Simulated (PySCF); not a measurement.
A species of formula C7H10NPS has this rotational fingerprint, computed with PBE0/pcSseg-1 in PySCF (dipole) on a GFN2-xTB geometry, gas phase:

- Rotational constants: A = 964.2, B = 843.7, C = 604.1 MHz
- Dipole components: |μa| = 0.19 D, |μb| = 0.30 D, |μc| = 0.69 D
- Inertial defect: -286.57 u·Å²
- κ: 0.33

**Question.** Which structure is it? (One computed conformer of each.)
A. `[S:1]=[P:2]1([n:3]2[cH:4][cH:5][cH:6][cH:7]2)[CH2:8][CH2:9][CH2:10]1` with S1–P2–N3–C4 -84°, S1–P2–C8–C9 139°, P2–C8–C9–C10 -18°, C8–C9–C10–P2 18°, S1–P2–C10–C9 -139°
B. `[CH:1]#[C:2][P@@:3](=[S:4])([CH2:5][C:6]#[N:7])[CH2:8][CH2:9][CH3:10]` with C2–P3–C5–C6 62°, C2–P3–C8–C9 -176°, P3–C8–C9–C10 -173°
C. `[CH3:1][CH2:2][c:3]1[n:4][c:5]([S:6][CH3:7])[cH:8][cH:9][p:10]1` with C1–C2–C3–N4 83°, N4–C5–S6–C7 -2°

**Answer.** B. It is C#C[P@@](=S)(CC#N)CCC, an asymmetric top, point group C1. The candidates at the same level (rigid rotor, commonest isotopes):

```json
{"SMILES": "CCc1nc(SC)ccp1", "A (MHz)": "1404", "B (MHz)": "769.7", "C (MHz)": "520.6", "μa (D)": "0.50", "μb (D)": "0.73", "μc (D)": "0.10", "Δ (u·Å²)": "-45.82", "point group": "C1", "rotor": "asymmetric top"}
{"SMILES": "C#C[P@@](=S)(CC#N)CCC", "A (MHz)": "964.2", "B (MHz)": "843.7", "C (MHz)": "604.1", "μa (D)": "0.19", "μb (D)": "0.30", "μc (D)": "0.69", "Δ (u·Å²)": "-286.57", "point group": "C1", "rotor": "asymmetric top"}
{"SMILES": "S=P1(n2cccc2)CCC1", "A (MHz)": "1498", "B (MHz)": "838.7", "C (MHz)": "682.2", "μa (D)": "0.05", "μb (D)": "4.20", "μc (D)": "0.00", "Δ (u·Å²)": "-199.11", "point group": "Cs", "rotor": "asymmetric top"}
```

`S=P1(n2cccc2)CCC1` has A 55 % too high; `CCc1nc(SC)ccp1` has A 46 % too high. No structure here is proved a minimum.
